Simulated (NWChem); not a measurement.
## Correlation energy of trimethylsulfonium (C$_{3}$H$_{9}$S (+1))

```
S
C 1 1.8136
H 2 1.1069 1 110.83
H 2 1.1071 3 111.29 1 -118.95
H 2 1.1071 3 111.29 4 -122.09
C 1 1.8136 2 102.90 3 53.41
H 6 1.1069 1 110.83 2 -53.41
H 6 1.1071 7 111.29 1 118.95
H 6 1.1071 7 111.29 8 122.09
C 1 1.8136 2 102.89 3 -53.27
H 10 1.1068 1 110.79 2 53.35
H 10 1.1071 11 111.29 1 -118.95
H 10 1.1071 11 111.29 12 -122.11
```
Charge +1, spin multiplicity 1.

Everything below was run with NWChem. The geometry was optimised at PBE/def2-SVP, a minimum by its harmonic frequencies.

Basis set: 6-31G*. Each correlation energy counts from its own Hartree-Fock reference.

The correlated methods keep 8 core orbitals frozen. The Pople sets run with spherical d functions. Coupled-cluster values serve here as a point of comparison, not as the truth.

Q: One of these methods gave a correlation energy of -512.1 mHa. Which?
A) MP2
B) CCSD+T(CCSD)
C) CR-CCSD[T]
D) CCSD

A: A, MP2. The others give -583.9 (CR-CCSD[T]), -571.3 (CCSD), -588.4 (CCSD+T(CCSD)).
